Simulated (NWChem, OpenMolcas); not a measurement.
# InCl (SMILES [Cl][In]): the dipole moment, rung by rung

InCl: 2 atoms, total charge 0, spin state singlet. SMILES: `[Cl][In]`. The shape is that of a PBE0-D4/def2-TZVP optimisation.

```xyz
2

Cl    0.0000    0.0000   -0.0139
In    0.0000    0.0000    2.3996
```

Quantity: the dipole moment, in D. The values are calculated.

| level | kind | program | value (D) |
| --- | --- | --- | --- |
| HF/def2-TZVPPD (core potential) | Hartree–Fock | OpenMolcas | 3.52 |
| SVWN5/def2-TZVPPD (core potential) | LDA | OpenMolcas | 3.40 |
| BLYP/def2-TZVPPD (core potential) | GGA | OpenMolcas | 3.46 |
| revPBE/def2-TZVPPD (core potential) | GGA | OpenMolcas | 3.43 |
| M06-L/def2-TZVPPD (core potential) | meta-GGA | OpenMolcas | 3.44 |
| r2SCAN/def2-TZVPPD (core potential) | meta-GGA | OpenMolcas | 3.40 |
| CAM-B3LYP/def2-TZVPPD (core potential) | range-separated hybrid | NWChem | 3.66 |
| wB97X/def2-TZVPPD (core potential) | range-separated hybrid | NWChem | 3.64 |

The values span 3.40 to 3.66 D.
